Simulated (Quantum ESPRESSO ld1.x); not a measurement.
Problem. These are the eigenvalues of the occupied orbitals of an atom or ion with whole-number occupations (eV). Method: scalar-relativistic Kohn-Sham, LDA (Slater exchange, Perdew-Wang correlation), spin-polarised, spherical densities, point nucleus; computed with ld1.x of Quantum ESPRESSO 7.5.

orbital  eigenvalue
1s up      -6527.04
1s down    -6527.03
2s up      -858.131
2s down    -857.359
2p up      -745.401
2p down    -744.804
3s up      -189.955
3s down    -188.465
3p up      -157.809
3p down    -156.348
3d up      -107.358

Which element is it, and in what charge state? The configuration may be excited. Open shells, if any, are filled with parallel spins first.

Solution. Z = 25, manganese, charge +6: Mn6+ in [Ar] 3d1. The list shows which subshells hold electrons but not how many an open one holds; the 1s level, -239.86 hartree, gives Z - s = 21.9 by -(Z - s)^2/2, which with screening and relativity narrows Z to a few neighbours, and the depths of the outer levels then fix element, charge and occupations together.
